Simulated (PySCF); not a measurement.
Compound: C6H7F3Si.
SMILES with atom numbers: `[F:1][C:2]([F:3])=[C:4]([F:5])/[CH:6]=[CH:7]\[C@@H:8]1[CH2:9][SiH2:10]1`

Structure used (GFN2-xTB), in Å, numbered top down from 1:
```
atom  x, y, z in Å
F1     3.840   -1.663   -1.077
C2     3.248   -0.842   -0.213
F3     4.141   -0.321    0.630
C4     1.939   -0.559   -0.172
F5     1.168   -1.173   -1.100
C6     1.332    0.316    0.791
C7     0.039    0.698    0.853
C8    -1.043    0.335   -0.022
C9    -2.370    1.092    0.079
Si10  -2.527   -0.660    0.726
H11    2.027    0.680    1.532
H12   -0.233    1.339    1.683
H13   -0.761    0.030   -1.019
H14   -2.376    1.921    0.775
H15   -2.814    1.368   -0.867
H16   -3.110   -1.683   -0.119
H17   -2.507   -0.866    2.161
```

Definitions: NICS(0) = −σiso at the ring centroid; NICS(1) = −σiso and NICS(1)zz = −σzz at ±1 Å along the ring normal z. Level: GIAO PBE0/pcSseg-1 (PySCF, non-relativistic, gas phase) on the GFN2-xTB geometry, one conformer.

Ring bond lengths (Å), with Mayer bond orders in brackets: C8–C9 1.531 (0.88), C9–Si10 1.873 (0.97), Si10–C8 1.936 (0.84).

Problem. Give the NICS values of each ring in ppm.

Solution. 
```tsv
ring	type	NICS(0)	NICS(1), two faces	NICS(1)zz, two faces	rms pucker (Å)	centre to ring atoms, mean (Å)
C8–C9–Si10	3-membered ring with Si; formal bonds all single	-28.4	-7.5 / -8.6	-15.7 / -17.6	0.00	1.03
```

Problem. What can be read from them?

Solution. 
- C8–C9–Si10: mean NICS(1)zz -16.6 ppm, shielded. C8, C9, Si10 have four or more neighbours; no verdict on aromaticity is drawn. NICS(0) lies 20 ppm below the mean NICS(1).

Problem. What field does 11.7 T along the ring normal induce along that normal at the first NICS(1) probe listed for ring C8–C9–Si10, 1 Å off the ring?

Solution. NICSzz × B0 = -15.7 ppm × 11.7 T = -184 μT, against the applied field.

Problem. How shielded are the nuclei of the rings and their hydrogens (means over atoms taken as equivalent)?

Solution. 
```json
{"atoms": "C8", "environment": "sp3 carbon bound to silicon", "σ isotropic (ppm)": "170.1"}
{"atoms": "C9", "environment": "sp3 carbon bound to silicon", "σ isotropic (ppm)": "179.0"}
{"atoms": "Si10", "environment": "SiH2 silicon", "σ isotropic (ppm)": "492.6"}
{"atoms": "H13", "environment": "methine hydrogen", "σ isotropic (ppm)": "28.86"}
{"atoms": "H14", "environment": "methylene hydrogen", "σ isotropic (ppm)": "30.91"}
{"atoms": "H15", "environment": "methylene hydrogen", "σ isotropic (ppm)": "30.42"}
{"atoms": "H16", "environment": "Si–H hydrogen", "σ isotropic (ppm)": "28.85"}
{"atoms": "H17", "environment": "Si–H hydrogen", "σ isotropic (ppm)": "29.21"}
```

Time: 74 s of wall time; peak memory 0.96 GiB. Hardware: one thread of an Arm Neoverse N1, no GPU (shared host). This is the whole shielding run at PBE0/pcSseg-1, SCF included.
